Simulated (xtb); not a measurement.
xtb input:

```bash
xtb mol.xyz --gfnff --opt tight --chrg 0 --uhf 0
```
mol.xyz:
```
10

C     -1.71495094    -0.35413656     0.16004949
Al     0.01627263     0.52123333    -0.10740787
C      1.68451948    -0.49673520     0.01688218
H     -1.90246231    -0.49261421     1.23139874
H     -1.74024030    -1.35225001    -0.28654248
H     -2.55292045     0.22077073    -0.23944115
H      0.07707765     2.07469350    -0.43294562
H      2.50572762     0.09749182     0.42548534
H      1.58270417    -1.40234984     0.61982808
H      2.00115827    -0.81654461    -0.98307062
```

Q: Predict the final energy.

A: -1.20869 Eh (GFN-FF).
